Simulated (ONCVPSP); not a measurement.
**What one change does to a pseudopotential (Ag, ONCV)**

| Item | Value |
| --- | --- |
| Element | Ag (Z = 47) |
| Generator | ONCVPSP 4.0.1 |
| Type | optimised norm-conserving Vanderbilt (ONCV) |
| Functional | PBE |
| Relativity | scalar-relativistic |
| Frozen core | [Ar] 3d10 |
| Valence charge | 19 |
| Reference configuration | 4s2 4p6 4d8 (charge +3) |
| Partial waves | 4s: rc 1.40 bohr, ncon 3, nbas 6, qcut 6.9 1/bohr, 2 projectors, debl 3 Ha; 4p: rc 1.40 bohr, ncon 3, nbas 7, qcut 9.2 1/bohr, 2 projectors, debl 0.5 Ha; 4d: rc 1.70 bohr, ncon 4, nbas 9, qcut 7.5 1/bohr, 1 projector |
| Local potential | polynomial inside 0.90 bohr (lpopt 3, dvloc0 0 Ha) |
| Core correction | Teter function, fcfact 5.75, rcfact 1.65 |

In the s channel the program set the typed energies aside and used -4.914, 0.050 Ha. In the p channel the program set the typed energies aside and used -3.559, 0.250 Ha.

Change: s: qcut 8.4; p: qcut 11.2; d: qcut 9.1.

Cutoffs: the cutoffs (Ha) at which the residual kinetic energy of the hardest occupied pseudo-wave falls to 1 and 0.1 mHa per electron; they do not see the model core or the augmentation charge, which bear on the density cutoff. Errors are all-electron minus pseudo energies relative to the spin-unpolarised reference configuration.

Question: How do hardness, ghosts and transferability respond?

Answer: The potential gets harder (25 Ha and 37 Ha → 38 Ha and 46 Ha); of the 4 tests that both files solve, the error grows in 1 and shrinks in 2 by more than 15 % and 0.3 meV (median size 10.5 → 11.4 meV); the range in which the d phases agree widens (upper end 1.0 → at the end of the scan); neither file shows a bound ghost.

```csv
quantity,base,changed
"cutoff, loose",25 Ha,38 Ha
"cutoff, tight",37 Ha,46 Ha
loose cutoff by channel,"s 20 Ha, p 18 Ha, d 25 Ha","s 26 Ha, p 38 Ha, d 29 Ha"
bound ghosts,none,none
GHOST(+) flags under 300 eV,s at 177.0 eV,s at 204.9 eV
"error for 4s2 4p6 4d10 5s1, meV [ΔE -66.06 eV]",+8.7,+11
"error for 4s2 4p6 4d10, meV [ΔE -58.31 eV]",+12,+12
"error for 4s2 4p6 4d9, meV [ΔE -36.19 eV]",+8.9,+7.2
"error for 4s2 4p5 4d10 5s1, meV [ΔE -0.82 eV]",-96,-60
s: phases at 1.42 bohr within 0.05 rad from the reference energy up to (Ha; the scan ends near 5),to the end of the scan,to the end of the scan
p: phases at 1.42 bohr within 0.05 rad from the reference energy up to (Ha; the scan ends near 5),to the end of the scan,to the end of the scan
d: phases at 1.72 bohr within 0.05 rad from the reference energy up to (Ha; the scan ends near 5),1.0,to the end of the scan
"rms error of d²Exc/dni dnj with the model core, mHa",6.08,5.68
```
